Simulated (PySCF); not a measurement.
How methods differ on the excitation energy of Cr²⁺

Cr²⁺ [Ar] 3d4 (5D) → Cr²⁺ [Ar] 3d3 4s1 (5F), as a difference of total energies. Calculation: PySCF 2.14, in def2-QZVPPD; the non-relativistic Hamiltonian (point nucleus). Correlated levels: valence and next inner shell: [Ne] frozen. The calculations carry no spin-orbit coupling.

```tsv
method	excitation energy (eV)
UHF	5.937
MP2 (valence and next inner shell)	6.587
SCS-MP2 (valence and next inner shell)	6.326
CCSD (valence and next inner shell)	6.384
CCSD(T) (valence and next inner shell)	6.388
```

Task: How much does correlation contribute at CCSD(T) (valence and next inner shell)?

Result: 6.388 − (5.937) = 0.451 eV, measured against UHF.
